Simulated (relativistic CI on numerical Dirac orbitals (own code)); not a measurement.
**One change at a time: Mo XXIX**

Base calculation: Dirac-Coulomb-Breit CI, KLI orbitals optimised for each configuration, QED by a radiative potential, unscaled Slater integrals.

CI space (outside the closed core [Ne]): 3s2.3p2, 3s.3p3, 3s2.3p.3d, 3p4, 3s.3p2.3d, 3p3.3d, 3s.3p.3d2, 3s2.3d.4p, 3p3.4s, 3s.3p.3d.4s, 3p3.4p, 3s2.3p.4s, 3s2.3d2, 3s.3d3, 3p2.3d2, 3p.3d3, 3p.3d2.4s, 3s2.3d.4s, 3s.3d2.4s, 3s.3p.3d.4p, 3s.3d2.4p, 3p.3d2.4p, 3s.3d.4s.4p. Double excitations out of closed p, d and f shells are left out; levels of such configurations are missing from the list, as are those of other unlisted configurations, and high levels can miss mixing partners.

The lowest level and the first level of each name with at least 55 % of one term (blank where a level has no safe partner in the second run):

```csv
Level,Base (cm⁻¹),Shift (cm⁻¹)
3s2.3p2 3P_0,0,0
3s2.3p2 3P_1,160540,-536
3s2.3p2 1S_0,470995,+13243
3s.3p3 5S°_2,694578,-19898
3s.3p3 3D°_1,820300,+30903
3s.3p3 3D°_3,920287,+32175
3s.3p3 3P°_0,999745,+19421
3s.3p3 3P°_1,1019391,+28395
3s2.3p.3d 3F°_2,1071504,
3s2.3p.3d 3F°_3,1125714,-20022
3s2.3p.3d 3F°_4,1265910,-10640
3s2.3p.3d 3P°_0,1337600,-34076
3s2.3p.3d 3D°_3,1339964,-36860
3s2.3p.3d 1F°_3,1443757,-5211
3s2.3p.3d 1P°_1,1496118,-48954
3s.3p2.3d 5F_1,1553253,-35991
3s.3p2.3d 5D_1,1684887,-26940
3s.3p2.3d 5F_4,1710514,-37118
3s.3p2.3d 5F_5,1773231,-35720
3s.3p2.3d 5P_2,1833116,
3s.3p2.3d 5P_1,1842187,
3s.3p2.3d 3G_3,1899510,-23164
```

At this charge energies of transitions that change n are usually good to better than 1 %, and those within a shell (Δn = 0) to a few per cent.

Problem. One thing was changed in a second run, which moved the levels as shown. Which?
A. Breit term removed
B. QED terms removed
C. P86 correlation estimate
D. configuration mixing switched off

Solution. D. Configuration mixing switched off. Without mixing, levels that were pushed by configurations of the same parity and J return to their single-configuration places.

LS names give the leading component of a level, which can be under half, so a name can repeat, a term be missing and a line seem to break the LS rules.
